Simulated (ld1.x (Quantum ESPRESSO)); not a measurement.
# Before and after: TM potential for xenon (Xe)

Xe (Z = 54), norm-conserving Troullier–Martins (Kleinman–Bylander form), made with ld1.x (Quantum ESPRESSO) 7.5 (PBEsol, scalar-relativistic). Core [Kr] 4d10, reference 5s2 5p6. Waves: 5p (bound): rc 1.85 bohr; 5d channel at 0.25 Ry: rc 1.55 bohr; 5s (bound): rc 1.70 bohr. Local part: the s channel. Core correction: none.

Change: all radii scaled by about 0.76 (s 1.30, p 1.42, d 1.18 bohr).

Cutoffs: the cutoffs (Ry, on a coarse ladder) from which the occupation-weighted sum of valence levels, in a spherical-Bessel basis at the reference potential, stays within 10 and 1 mRy of its value at 400 Ry; they do not see the model core or the augmentation charge, which bear on the density cutoff. Errors are all-electron minus pseudo energies relative to the spin-unpolarised reference configuration.

Q: How do hardness, ghosts and transferability respond?

A: The potential gets harder (35 Ry and 60 Ry → 120 Ry and 230 Ry); the bound ghosts move from d to p; of the 6 tests that both files solve, the error grows in 3 and shrinks in 0 by more than 15 % and 0.3 meV (median size 7.0 → 9.4 meV). A smaller radius makes the pseudo-wave follow the all-electron one further in, where it bends more sharply, so more plane waves are needed. That the errors move this way runs against the usual rule that smaller radii transfer better.

| quantity | base | changed |
| --- | --- | --- |
| cutoff, loose | 35 Ry | 120 Ry |
| cutoff, tight | 60 Ry | 230 Ry |
| loose cutoff by channel (10 mRy a level) | p 15 Ry, s 30 Ry | p 55 Ry, s 50 Ry |
| bound ghosts | d | p |
| error for 5s2 5p5, meV [ΔE 12.55 eV] | -3.8 | -4.6 |
| error for 5s2 5p4, meV [ΔE 34.33 eV] | -10 | -14 |
| error for 5s2 5p3, meV [ΔE 66.10 eV] | -20 | -26 |
| error for 5s2 5p5.5, meV [ΔE 5.18 eV] | -1.6 | -1.7 |
| error for 5s2 5p2, meV [ΔE 108.49 eV] | -31 | -30 |
| error for 5s1 5p6, meV [ΔE 24.73 eV] | +2.4 | +2.7 |

 A true bound ghost makes a file unfit for plane-wave use even where its test errors are small: the radial tests pick states by their node count and pass the ghost by.
